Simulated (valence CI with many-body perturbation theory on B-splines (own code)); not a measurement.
**Questions on Cs48+**

Method: relativistic CI+MBPT: five valence electrons over a frozen Dirac-Fock core [He], radial functions for each j: 11 s, 11 p, 10 d, 8 f, 5 g, 2 h, with the one-electron correlation potential Σ1, the two-electron term Σ2, the three-electron term Σ3, Breit, model QED; selected CI, second order for the rest, scaled by the run's own slope (own B-spline code, finite nucleus).

No measured spectrum was set against this ion. As an estimate, large intervals hold to a few tenths of a per cent, small ones and those within an open d or f shell to about a per cent. Among the levels kept, up to 7300 cm⁻¹ of a level comes from second order outside the variational space, and about a tenth of that is noise between levels of different J, which matters for small intervals.

Levels are named by their leading jj configuration (3d3/2^4 stands for four electrons in 3d with j = 3/2), which in mixed levels can hold well under half, so a name can repeat and another be missing.

Rates and lifetimes use the calculated energies. Strong lines usually hold to 10 to 20 %, long lifetimes can be off by a factor of two.

Question: What is the ground level?

Answer: (2s^2 2p1/2^2 2p3/2) J=3/2, composition 47 % 2s²2p³ ²P° + 27 % 2s²2p³ ⁴S° + 26 % 2s²2p³ ²D°, g = 1.356.

Question: Among levels below 453.62 Ry, which E1 lines absorb most strongly from the ground level?

Answer: to (2s^2 2p1/2^2 3d5/2) J=5/2 at 0.2458 nm, f = 0.529; to (2s 2p1/2^2 2p3/2 3p1/2) J=5/2 at 0.2305 nm, f = 0.416; to (2s^2 2p1/2 2p3/2 3d3/2) J=3/2 at 0.2298 nm, f = 0.236.

Question: How well does LS coupling describe the low levels?

Answer: Among the lowest 20 levels the leading LS term, summed over configurations, holds 62 % on average. For single configurations the figures are 62 % in LS and 99 % in jj coupling. Terms mix most in the J = 3/2 level at 363.15 Ry, where the leading one holds 32 %.

Question: Name the longest-lived excited levels whose lifetime is computed, and their main decay.

Answer: (2s^2 2p1/2 2p3/2^2) J=5/2 at 27.28 Ry lives 13.3 ns, mostly by M1 to (2s^2 2p1/2^2 2p3/2) J=3/2; (2s^2 2p1/2 2p3/2^2) J=1/2 at 29.65 Ry lives 3.51 ns, mostly by M1 to (2s^2 2p1/2^2 2p3/2) J=3/2; (2s^2 2p1/2 2p3/2^2) J=3/2 at 25.79 Ry lives 2.29 ns, mostly by M1 to (2s^2 2p1/2^2 2p3/2) J=3/2.

Question: Where does the other parity begin?

Answer: At (2s 2p1/2^2 2p3/2^2) J=5/2, 42.23 Ry.
